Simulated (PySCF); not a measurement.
An unknown is described by computed data only.

Formula: C3H3F3O.

| Property | Result |
| --- | --- |
| NMR, other nuclei | isotropic shieldings of nuclei other than C and H, by class: 322 (1 O), 262 (3 F) ppm [GIAO PBE0/pcSseg-1] |
| Rotational structure | rotational constants A, B, C: 4.667, 2.151, 2.047 GHz [GFN2-xTB] |
| 13C NMR | chemical shifts (computed TMS as zero) by class: 132.9 (1 C), 47.9 (1 C), 41.4 (1 C) ppm [GIAO PBE0/pcSseg-1] |
| UV, strongest line | among the 6 lowest singlet transitions: S3 at 8.56 eV (145 nm, f = 0.022) [TDDFT PBE0/def2-SVPD] |
| Dipole | 2.51 D [PBE0/def2-SVPD] |
| Polarisability | 40.8 au [PBE0/def2-SVPD] |
| 1H NMR | chemical shifts (computed TMS as zero) by class: 2.99 (1 H), 2.79 (1 H), 2.70 (1 H) ppm [GIAO PBE0/pcSseg-1] |
| UV, first state | lowest singlet excitation: 8.33 eV (149 nm, f = 0.019) [TDDFT PBE0/def2-SVPD] |

The electronic properties come from PySCF, for the isolated species, density fitting. Levels stand in brackets. Isolated species at its GFN2-xTB geometry, gas phase. Each NMR value is the plain mean over a class of atoms that symmetry, rotation or inversion makes alike.

Question: Give a SMILES that accounts for the data.

Answer: Numbering: `[F:1][C:2]([F:3])([F:4])[C@@H:5]1[CH2:6][O:7]1`. Its formula, C3H3F3O, gives 1 degree of unsaturation: 1 ring and 0 π bonds in the structure found. 3 carbons fall into 3 classes; from least to most shielded: CF3 carbon [C2] (132.9 ppm), ring sp3 carbon bound to oxygen [C5] (47.9 ppm), ring sp3 carbon bound to oxygen [C6] (41.4 ppm). Hydrogen classes from least to most shielded: 1 H on an sp3 carbon bound to oxygen, C5 (2.99 ppm), 1 H on an sp3 carbon bound to oxygen, C6 (2.79 ppm), 1 H on an sp3 carbon bound to oxygen, C6 (2.70 ppm). The other shieldings belong to: 322 ppm, epoxide oxygen [O7]; 262 ppm, fluorine of a CF3 group [F1/F3/F4]. The optimised geometry has point group C1 and is an asymmetric top. Structure: `FC(F)(F)[C@@H]1CO1` (1,1,1-trifluoro-2,3-epoxypropane). Computed isomers that give other values at the same levels: `CC(=O)C(F)(F)F` (rotational constant A: 3.670 GHz; this holds for the one conformer computed); `C=COC(F)(F)F` (13C chemical shifts (computed TMS as zero) by class: 150.4 (1 C), 130.1 (1 C), 103.7 (1 C) ppm); `O=CCC(F)(F)F` (13C chemical shifts (computed TMS as zero) by class: 197.7 (1 C), 133.8 (1 C), 52.4 (1 C) ppm). The assignments are read from this structure; whether some other isomer fits the data as well wasn't checked. The mirror image fits equally.

Shape of the structure used: `[F:1][C:2]([F:3])([F:4])[C@@H:5]1[CH2:6][O:7]1`: F1–C2–C5–C6 31°.
